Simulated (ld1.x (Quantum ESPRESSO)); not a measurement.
The numbers below are computed, except where a source is named.
# Potentials for rhodium (Rh) compared

Generated with ld1.x 7.5 (TM, RRKJ, ultrasoft, PAW), atompaw 4.2 or ONCVPSP 4.0.1. The cutoff is in Ry: for ld1.x and atompaw files where the sum of valence levels is converged to 10 mRy in a Bessel basis, for ONCV files where the hardest occupied wave has 1 mHa per electron of residual kinetic energy. The error is the largest all-electron minus pseudo excitation energy over each file’s own four to seven test configurations (ionisations up to +4, promotions, holes and added fractions of an electron), all of which were solved. The labels leave out finer settings (local radius, basis sizes, second energies), which also bear on the numbers. Spin-polarised tests are not counted. The rows are a selection from randomly drawn settings: files with unsolved tests, undetermined cutoffs or missed reference levels are left out.

A true bound ghost makes a file unfit for plane-wave use even where its test errors are small: the radial tests pick states by their node count and pass the ghost by.

| potential | cutoff (Ry) | largest error (meV) | bound ghosts |
| --- | --- | --- | --- |
| TM semilocal, PBEsol, scalar-relativistic, rc 1.95/1.45/1.40/1.70 (spdf), local s, core correction yes, reference 4p6 4d8 5s1 5p0 | 70 | +38 | none |
| TM, PBE, scalar-relativistic, rc 1.65/1.20/1.70 (spd), local d, core correction yes, reference 4s2 4p6 4d7 5s0 5p0 | 110 | +1071 | none |
| TM, PBEsol, scalar-relativistic, rc 2.35/4.15/1.30 (spd), local s, core correction yes, reference 4d8 5s0.75 5p0.25 | 70 | -703 | none |
| RRKJ, PBE, scalar-relativistic, rc 2.65/3.25/1.90 (spd), local s, core correction yes, reference 4d8 5s1 5p0 | 45 | -632 | none |
| TM, LDA (PZ), scalar-relativistic, rc 2.00/3.85/2.10 (spd), local smoothed, core correction yes, reference 4d8 5s0.5 5p0.5 | 45 | -105 | none |
| RRKJ, PBE, fully relativistic, rc 2.40/1.30/1.85 (spd), local smoothed, core correction yes, reference 4p6 4d8 5s1 5p0 | 80 | -114 | s |

(1) Fill in the row for Rh: TM semilocal, PBEsol, scalar-relativistic, rc 2.80/4.10/1.15 (spd), local s, core correction no, reference 4d8 5s0 5p1.

## Answers

(1) cutoff 70 Ry, largest error -134 meV, bound ghosts: none.
